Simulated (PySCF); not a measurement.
## ³³S chemical shifts

PySCF 2.14 calculation with shieldings: GIAO PBE0/pcSseg-1 and geometry: GFN2-xTB; averaged over atoms made equivalent by symmetry, fast rotation or ring inversion, non-relativistic Hamiltonian, isolated molecule, one conformer.

Shieldings were converted by a linear fit to measured shifts: ³³S: δ = 158.28 − 0.937σ (rms 33.3 ppm, 20 shifts vs sulfate, solution or neat liquid). Occasional misses reach two or three times the rms, and more in compound classes unlike the fitted ones.

**Question.** Give the ³³S shifts of `CCc1csc(Cl)n1`, `N#Cc1cccs1`, `C#Cc1cnsc1`, `CS[SiH2]c1cccs1`.

**Answer.** 
```csv
compound,environment,δ (ppm)
CCc1csc(Cl)n1,aromatic ring sulfur,-36
N#Cc1cccs1,aromatic ring sulfur,-58
C#Cc1cnsc1,aromatic ring sulfur,54
[CH3:1][S:2][SiH2:3][c:4]1[cH:5][cH:6][cH:7][s:8]1,S8: aromatic ring sulfur,-73
[CH3:1][S:2][SiH2:3][c:4]1[cH:5][cH:6][cH:7][s:8]1,"S2: sulfur bonded to C, Si",-505
```

**Question.** Match the shifts 100, 56, -38, -87, -249 ppm to `CCc1scnc1Cl`, `N#Cc1ccsc1`, `CCc1cc(Cl)sn1`, `CCSc1ccc(F)cc1`, `[SiH3]Nc1coccc1=S`.

**Answer.** 100: [SiH3]Nc1coccc1=S (sulfur bonded to C); 56: CCc1cc(Cl)sn1 (aromatic ring sulfur); -38: CCc1scnc1Cl (aromatic ring sulfur); -87: N#Cc1ccsc1 (aromatic ring sulfur); -249: CCSc1ccc(F)cc1 (sulfide sulfur).
